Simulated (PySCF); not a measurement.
C6H18N2Si.
Structure used (GFN2-xTB), in Å, numbered top down from 1:
```xyz
27
C6H18N2Si angstrom
C      3.5721   -0.6482   -0.9560
C      2.5969    0.5154   -0.8320
C      1.8777    0.5103    0.5166
N      1.0329   -0.6752    0.6361
N     -0.1044   -0.5994   -0.2133
Si    -1.6884   -0.0675    0.2391
C     -2.6727    0.0105   -1.3833
C     -1.5805    1.6460    1.0712
C     -2.5561   -1.2514    1.4689
H      4.0029   -0.6834   -1.9541
H      4.3798   -0.5461   -0.2345
H      3.0550   -1.5835   -0.7613
H      3.1291    1.4621   -0.9445
H      1.8473    0.4548   -1.6220
H      2.6120    0.4656    1.3248
H      1.2942    1.4368    0.6192
H      0.7204   -0.7697    1.5989
H      0.0083   -1.2365   -0.9886
H     -2.2229    0.6955   -2.0939
H     -2.7383   -0.9633   -1.8568
H     -3.6854    0.3495   -1.1945
H     -0.9652    1.6165    1.9662
H     -2.5658    1.9923    1.3697
H     -1.1603    2.3934    0.4051
H     -2.6572   -2.2484    1.0490
H     -1.9992   -1.3465    2.3976
H     -3.5523   -0.9031    1.7252
```

Computed at PBE0/pcSseg-1 (PySCF, non-relativistic), with Q(14N) = 0.02044 b: N4, 14N (I = 1): χzz = -6.729 MHz, η = 0.463; N5, 14N (I = 1): χzz = -6.093 MHz, η = 0.623.

**Question.** Where would the pure quadrupole (NQR) lines of 14N at N4 fall for the rigid, isolated species?

**Answer.** From ν± = (3/4)|χ|(1 ± η/3) and ν0 = |χ|η/2: ν+ 5.826 MHz, ν− 4.268 MHz, ν0 1.558 MHz (hydrazine nitrogen).

**Question.** Find the zero-field quadrupole resonance frequencies of 14N at N5.

**Answer.** From ν± = (3/4)|χ|(1 ± η/3) and ν0 = |χ|η/2: ν+ 5.519 MHz, ν− 3.620 MHz, ν0 1.899 MHz (hydrazine nitrogen).

In a crystal, neighbours and librations shift these lines. GFN2-xTB bond lengths can be off by several hundredths of an ångström, more for odd bonds, and the gradients follow them. A larger basis could move these couplings by a tenth or more.

One conformer stands for the species.
